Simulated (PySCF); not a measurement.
Compound: C₂H₉GeN.
SMILES: `C[NH][GeH2][CH3]`

Jobs on this species (13 atoms, 60 electrons) with PySCF (density fitting). Hardware of each: an Arm Neoverse V1 with one thread, on a shared host. The host was shared with other jobs, so the times are rough. Peak memory is the resident size of the whole Python process, interpreter and libraries included.

Question: Rank these jobs by wall time, shortest first.
A. delta-SCF UKS HF, pcX-2 on the ionised atom, pcseg-1 elsewhere, spin-free X2C; ΔSCF core ionisation, 3 holes; 145 basis functions
B. delta-SCF UKS B3LYP, pcX-2 on the ionised atom, pcseg-1 elsewhere, spin-free X2C; ΔSCF core ionisation, 3 holes; 145 basis functions
C. PBE0-D3(BJ)/def2-SVP, grid level 1; geometry optimisation from a GFN2-xTB start shaken at random; 119 basis functions

Answer: A (14 s), B (25 s), C (51 s).

All jobs:

```
                                                                 level and settings                                                          work  basis functions  SCF cycles  wall time  peak memory
     delta-SCF UKS PBE, pcX-2 on the ionised atom, pcseg-1 elsewhere, spin-free X2C                                 ΔSCF core ionisation, 3 holes              145          48       12 s     0.57 GiB
      delta-SCF UKS HF, pcX-2 on the ionised atom, pcseg-1 elsewhere, spin-free X2C                                 ΔSCF core ionisation, 3 holes              145          43       14 s     0.57 GiB
    delta-SCF UKS SCAN, pcX-1 on the ionised atom, pcseg-1 elsewhere, spin-free X2C                                 ΔSCF core ionisation, 3 holes              124          47       16 s     0.57 GiB
delta-SCF UKS SCAN, def2-TZVP on the ionised atom, pcseg-1 elsewhere, spin-free X2C                                 ΔSCF core ionisation, 3 holes              131          48       19 s     0.56 GiB
 delta-SCF UKS SCAN, pcX-2 on the ionised atom, pcseg-1 elsewhere, non-relativistic                                 ΔSCF core ionisation, 3 holes              145          48       19 s     0.56 GiB
    delta-SCF UKS SCAN, pcX-2 on the ionised atom, pcseg-1 elsewhere, spin-free X2C                                 ΔSCF core ionisation, 3 holes              145          49       21 s     0.52 GiB
    delta-SCF UKS PBE0, pcX-2 on the ionised atom, pcseg-1 elsewhere, spin-free X2C                                 ΔSCF core ionisation, 3 holes              145          44       24 s     0.57 GiB
   delta-SCF UKS B3LYP, pcX-2 on the ionised atom, pcseg-1 elsewhere, spin-free X2C                                 ΔSCF core ionisation, 3 holes              145          45       25 s     0.57 GiB
                                                 PBE0-D3(BJ)/def2-SVP, grid level 1  geometry optimisation from a GFN2-xTB start shaken at random              119          55       51 s     0.51 GiB
```

Q: What do all jobs in the table cost together?

A: About 3.4 min; the longest takes about 25 % of that, and about 4.2 times as long as the shortest.
